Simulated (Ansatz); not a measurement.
C₂H₁₀B₂Si, SMILES `CCBB[SiH3]`. The species carries charge 0 and has multiplicity 1. Geometry: relaxed with PBE0-D4/def2-TZVP. It is one conformer, not always the lowest.

```xyz
15

C    -0.865   -0.188   -2.542
C    -0.832   -0.237   -1.018
B     0.569   -0.084   -0.339
B     1.051   -0.561    1.137
Si    0.687    0.569    2.767
H    -0.349   -1.048   -2.975
H    -0.368    0.710   -2.915
H    -1.888   -0.194   -2.926
H    -1.394   -1.097   -0.640
H    -1.370    0.640   -0.613
H     1.398    0.574   -0.932
H     1.662   -1.574    1.341
H     1.897    0.728    3.622
H     0.149    1.925    2.472
H    -0.345   -0.164    3.559
```

Question: What is the dipole moment at B3LYP/def2-TZVPP? (Best estimate.)

Answer: Ansatz gave: 0.81 D, with components (-0.44, -0.28, -0.62) D in this frame, pointing from negative to positive charge.

Question: And with PBE, r2SCAN, ωB97M-V? (Best estimate.)

Answer: Computed: PBE 0.86 D, r2SCAN 0.86 D, ωB97M-V 0.82 D.

Question: Give the Mulliken charges with B3LYP, r2SCAN, PBE in def2-TZVPP. (An estimate is asked.)

Answer: The calculation gave: 
```json
{"atom": "C1", "B3LYP": "-0.24", "r2SCAN": "-0.12", "PBE": "-0.24"}
{"atom": "C2", "B3LYP": "-0.15", "r2SCAN": "-0.08", "PBE": "-0.15"}
{"atom": "B3", "B3LYP": "0.01", "r2SCAN": "0.04", "PBE": "0.00"}
{"atom": "B4", "B3LYP": "-0.02", "r2SCAN": "-0.02", "PBE": "-0.01"}
{"atom": "Si5", "B3LYP": "0.13", "r2SCAN": "0.18", "PBE": "0.07"}
{"atom": "H6", "B3LYP": "0.08", "r2SCAN": "0.04", "PBE": "0.08"}
{"atom": "H7", "B3LYP": "0.08", "r2SCAN": "0.04", "PBE": "0.09"}
{"atom": "H8", "B3LYP": "0.08", "r2SCAN": "0.04", "PBE": "0.08"}
{"atom": "H9", "B3LYP": "0.08", "r2SCAN": "0.04", "PBE": "0.08"}
{"atom": "H10", "B3LYP": "0.07", "r2SCAN": "0.04", "PBE": "0.09"}
{"atom": "H11", "B3LYP": "0.02", "r2SCAN": "0.00", "PBE": "0.02"}
{"atom": "H12", "B3LYP": "0.06", "r2SCAN": "0.02", "PBE": "0.04"}
{"atom": "H13", "B3LYP": "-0.07", "r2SCAN": "-0.07", "PBE": "-0.05"}
{"atom": "H14", "B3LYP": "-0.08", "r2SCAN": "-0.08", "PBE": "-0.06"}
{"atom": "H15", "B3LYP": "-0.07", "r2SCAN": "-0.07", "PBE": "-0.05"}
```

B3LYP here is the variant with VWN-RPA as its local correlation; programs differ in this.
